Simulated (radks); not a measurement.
The numbers below are computed, except where a source is named.
Ionisation ladder of cerium, from Ce to Ce21+. Each ion is in the ground configuration listed by NIST, and IE = E(next ion) - E(this ion). Level of theory: scalar-relativistic Kohn-Sham, PBE, spin-polarised, spherical densities, finite nucleus; open shells are filled with parallel spins first (spin-orbit coupling, left out, can overturn this in heavy ions); Fermi nuclear charge, rms radius 4.8771 fm (a radial shooting solver on a logarithmic mesh with Libxc functionals).

| species | configuration | IE, Delta-SCF (eV) | <r> HOMO (bohr) |
|---|---|---|---|
| Ce | [Xe] 4f1 5d1 6s2 | 5.714 | 2.91 |
| Ce+ | [Xe] 4f1 5d2 | 9.824 | 2.81 |
| Ce2+ | [Xe] 4f2 | 20.974 | 1.21 |
| Ce3+ | [Xe] 4f1 | 37.939 | 1.06 |
| Ce4+ | [Xe] | 66.373 | 1.64 |
| Ce5+ | [Kr] 4d10 5s2 5p5 | 79.227 | 1.60 |
| Ce6+ | [Kr] 4d10 5s2 5p4 | 92.299 | 1.57 |
| Ce7+ | [Kr] 4d10 5s2 5p3 | ? | 1.53 |
| Ce8+ | [Kr] 4d10 5s2 5p2 | 123.98 | 1.50 |
| Ce9+ | [Kr] 4d10 5s2 5p1 | 138.33 | 1.47 |
| Ce10+ | [Kr] 4d10 5s2 | 176.04 | 1.33 |
| Ce11+ | [Kr] 4d10 5s1 | ? | 1.31 |
| Ce12+ | [Kr] 4d10 | 313.45 | 0.716 |
| Ce13+ | [Kr] 4d9 | ? | 0.705 |
| Ce14+ | [Kr] 4d8 | ? | 0.695 |
| Ce15+ | [Kr] 4d7 | 404.44 | 0.685 |
| Ce16+ | [Kr] 4d6 | 435.81 | 0.676 |
| Ce17+ | [Kr] 4d5 | 476.65 | 0.664 |
| Ce18+ | [Kr] 4d4 | 510.04 | 0.656 |
| Ce19+ | [Kr] 4d3 | 543.95 | 0.647 |
| Ce20+ | [Kr] 4d2 | 578.35 | 0.639 |
| Ce21+ | [Kr] 4d1 | 613.17 | 0.631 |

Estimate the withheld Delta-SCF values.

Answer. Ce7+: 109.74 eV (NIST 106); Ce11+: 193.86 eV (NIST 192.2); Ce13+: 343.20 eV (NIST 340); Ce14+: 373.55 eV (NIST 371).
